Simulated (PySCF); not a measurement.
## Relaxation of triplet Be₂Te

These are results of PySCF, UPBE0, basis Te def2-TZVP with ECP28, Be def2-TZVP (scalar-relativistic core potentials, no spin–orbit coupling, density fitting), not measurements. A (50,194) grid was used.

A hand-made bent start, of C2v symmetry, held to at least that symmetry:

```xyz
3
charge 0 multiplicity 3, angstrom
Te    0.0000    0.0000   -0.1663
Be    1.9496    0.0000    1.1988
Be   -1.9496    0.0000    1.1988
```

Optimiser trace:
```tsv
step	E − E(last) (kJ/mol)	largest gradient (Eh/bohr)
0	23.41	0.01690
1	12.92	0.01042
2	6.23	0.00567
3	4.38	0.00413
4	1.60	0.00596
5	0.68	0.00439
6	0.02	0.00127
7	0.00	0.00024
8	0.00	0.00002
```

It ends at C2v with Te–Be 2.268 Å (×2); Be–Te–Be 71.8°. A frequency run shows a minimum. Other isomers or separated fragments may lie lower.

At this level a broken-symmetry Ms = 0 minimum of C2v symmetry lies 36 kJ/mol below this structure. With an element this heavy the missing spin–orbit coupling can shift these numbers.
